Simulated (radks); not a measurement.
Results of a calculation; reference values are marked as such.
Coherent X-ray form factor from a spherical all-electron density. Code: a radial shooting solver on a logarithmic mesh with Libxc functionals. Model: non-relativistic Kohn-Sham, r2SCAN, spin-polarised, spherical densities, point nucleus; meta-GGA in the generalised Kohn-Sham scheme.

sin(theta)/lambda (1/angstrom)  f0 (electrons)
0.05                                    17.809
0.1                                     17.258
0.15                                    16.408
0.2                                     15.349
0.25                                    14.179
0.3                                     12.989
0.4                                     10.822
0.5                                      9.161
0.6                                      8.011
0.8                                      6.659
1                                        5.741
1.25                                     4.653
1.5                                      3.655
2                                        2.279

The species is in the configuration that NIST lists as its ground one. Which atom or ion scatters so?

Answer. The titanium ion Ti4+, [Ar]. Extrapolating in s^2 from the first two rows gives f0(0) = 18.0, near the electron count 18; among species with that count, the fall with angle is slower the higher Z, and the table is that of Z = 22; from so few rows the species is fixed only to a neighbour or two.
